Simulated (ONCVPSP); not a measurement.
# La (Z = 57), ONCV: configuration errors across variants

lanthanum (La), optimised norm-conserving Vanderbilt (ONCV), made with ONCVPSP 4.0.1 (LDA (Perdew-Zunger), scalar-relativistic). Core [Kr] 4d10, reference 5s2 5p6 5d1 6s1 6p1. Waves: 5s+6s: rc 2.50 bohr, ncon 4, nbas 8, qcut 4.8 1/bohr, 3 projectors, debl 3 Ha; 5p+6p: rc 3.50 bohr, ncon 5, nbas 10, qcut 3.7 1/bohr, 3 projectors, debl 0.5 Ha; 5d: rc 3.25 bohr, ncon 4, nbas 9, qcut 5.6 1/bohr, 2 projectors, debl 2.4 Ha; f scattering state at 0.08 Ha: rc 2.50 bohr, ncon 4, nbas 8, qcut 5 1/bohr, local. Local part: the f channel. Core correction: Teter function, fcfact 4.75, rcfact 1.75.

In the f channel the program set the typed energies aside and used -0.209 Ha.

All-electron excitation energies from the reference (eV): (1) 5s2 5p6 5d1 6s2 6p0 -2.460; (2) 5s2 5p6 5d1 6s1 6p0 3.703; (3) 5s2 5p6 5d1 6s0 6p0 14.855; (4) 5s2 5p6 5d1.5 6s1.5 6p0 -2.098.

Errors AE − PS in meV (a dash: test not solved or not reliable):

```csv
change,(1),(2),(3),(4),bound ghosts,GHOST(+) flags above zero
base,-0.7,-1.1,-6.1,-3.5,none,"s, d"
"core correction Teter function, fcfact 1.4, rcfact 1.75",-0.3,-1.0,-4.5,-1.9,none,"s, d"
"core correction Teter function, fcfact 2.3, rcfact 1.75",-0.4,-1.0,-5.0,-2.3,none,"s, d"
"core correction Teter function, fcfact 3.9, rcfact 1.75",-0.6,-1.1,-5.8,-3.1,none,"s, d"
"core correction Teter function, fcfact 4.6, rcfact 1.75",-0.6,-1.1,-6.1,-3.4,none,"s, d"
"core correction Teter function, fcfact 5.4, rcfact 1.75",-0.7,-1.1,-6.4,-3.7,none,"s, d"
"core correction Teter function, fcfact 6, rcfact 1.75",-0.8,-1.1,-6.7,-3.9,none,"s, d"
"core correction Teter function, fcfact 6.6, rcfact 1.75",-0.8,-1.1,-6.9,-4.1,none,"s, d"
"core correction Teter function, fcfact 7.5, rcfact 1.75",-0.9,-1.1,-7.3,-4.4,none,"s, d"
```

Problem. Give the same row for: core correction Teter function, fcfact 2.9, rcfact 1.75.

Solution. -0.5, -1.0, -5.3, -2.6; bound ghosts: none; GHOST(+) flags above zero: s, d.
